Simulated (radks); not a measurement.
The numbers below are computed, except where a source is named.
Q: Nd-, 61 electrons, occupied as [Xe] 4f5 6s2. Code: a radial shooting solver on a logarithmic mesh with Libxc functionals. Model: scalar-relativistic Kohn-Sham, PBE, spin-unpolarised, spherical densities, point nucleus; hard spherical wall at 4 bohr. Some entries of the table are withheld. Estimate them.

| orbital | occ. | eigenvalue (eV) | <r> (bohr) | r(max) (bohr) |
|---|---|---|---|---|
| 1s | 2 | -43378.12 | 0.02363 | 0.01510 |
| 2s | 2 | -6994.374 | 0.1010 | 0.08549 |
| 2p | 6 | -6249.527 | 0.08879 | 0.06892 |
| 3s | 2 | -1496.794 | 0.2663 | 0.2437 |
| 3p | 6 | -1261.922 | 0.2645 | 0.2387 |
| 3d | 10 | (1) | (2) | 0.1961 |
| 4s | 2 | (3) | 0.6081 | 0.5653 |
| 4p | 6 | -200.2557 | 0.6444 | 0.5903 |
| 4d | 10 | -91.2301 | 0.7107 | 0.6195 |
| 5s | 2 | -18.7953 | 1.521 | 1.342 |
| 5p | 6 | -1.5796 | 1.780 | 1.547 |
| 5d | 0 | 19.2087 | 2.234 | (4) |
| 4f | 5 | 21.8958 | (5) | 0.6774 |
| 6s | 2 | 24.4205 | 2.506 | 2.810 |
| 6p | 0 | 34.4527 | 2.459 | 2.950 |
| 7s | 0 | 78.9003 | 2.376 | 3.337 |

A: 
(1) 3d eigenvalue (eV): -936.2547
(2) 3d <r> (bohr): 0.2417
(3) 4s eigenvalue (eV): -277.0371
(4) 5d r(max) (bohr): 2.195
(5) 4f <r> (bohr): 1.207
